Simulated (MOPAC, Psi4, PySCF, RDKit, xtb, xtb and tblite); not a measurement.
Two geometries of C4H10S, SMILES CCCSC, relaxed at GFN2-xTB with one dihedral held; other torsions can differ between them too.

Structure A

```
15

C     -2.2841    -0.3413     0.2411
C     -0.8586    -0.1964     0.7614
C      0.0051     0.8349     0.0125
S     -0.8000     1.7173    -1.3688
C     -1.4856     3.1461    -0.4814
H     -2.8452     0.5818     0.3606
H     -2.2796    -0.6051    -0.8134
H     -2.7972    -1.1251     0.7938
H     -0.8989     0.0819     1.8175
H     -0.3691    -1.1700     0.7003
H      0.3808     1.6053     0.6840
H      0.8592     0.3449    -0.4539
H     -0.6744     3.7269    -0.0501
H     -2.1695     2.8122     0.2929
H     -2.0184     3.7423    -1.2147
```

Structure B

```
15

C     -2.2306    -0.3789     0.0314
C     -0.8333    -0.2965     0.6345
C     -0.0314     0.9382     0.2003
S     -1.0065     2.3321    -0.4537
C     -1.5671     3.0779     1.1055
H     -2.8563     0.4400     0.3740
H     -2.1795    -0.3348    -1.0543
H     -2.7026    -1.3155     0.3198
H     -0.9290    -0.2932     1.7242
H     -0.2654    -1.1873     0.3608
H      0.5837     1.3241     1.0120
H      0.6221     0.6840    -0.6352
H     -0.7034     3.3996     1.6814
H     -2.1555     2.3604     1.6694
H     -2.1782     3.9351     0.8437
```

Task: Which is lower in energy at the level Psi4 1.11 with B3LYP-D3(BJ)/def2-TZVP // GFN2-xTB, and by how much?

Result: B is lower, by 1.78 kcal/mol (dihedral C1–C2–C3–S4: 0° in A, 20° in B).

E(B) − E(A) in kcal/mol at the other levels, on the same two geometries: GFN2-xTB (xtb and tblite) -1.36; MMFF94 // GFN2-xTB (RDKit) -1.97; B3LYP/def2-TZVP // GFN2-xTB (Psi4) -1.69; PBE/def2-TZVP // GFN2-xTB (Psi4) -1.66; PBE-D3(BJ)/def2-TZVP // GFN2-xTB (Psi4) -1.72; UFF // GFN2-xTB (RDKit) -2.16; PM6, restricted, heats of formation // GFN2-xTB (MOPAC) -0.88; PM7, restricted, heats of formation // GFN2-xTB (MOPAC) -0.87; GFN1-xTB // GFN2-xTB (xtb) -1.00; restricted B3LYP/6-31G*, spherical d, density fitting // GFN2-xTB (PySCF) -1.69; restricted MP2 (frozen core)/6-31G*, spherical d // GFN2-xTB (PySCF) -1.99; restricted B3LYP/3-21G // GFN2-xTB (PySCF) -1.59; restricted MP2 (frozen core)/3-21G // GFN2-xTB (PySCF) -1.77.
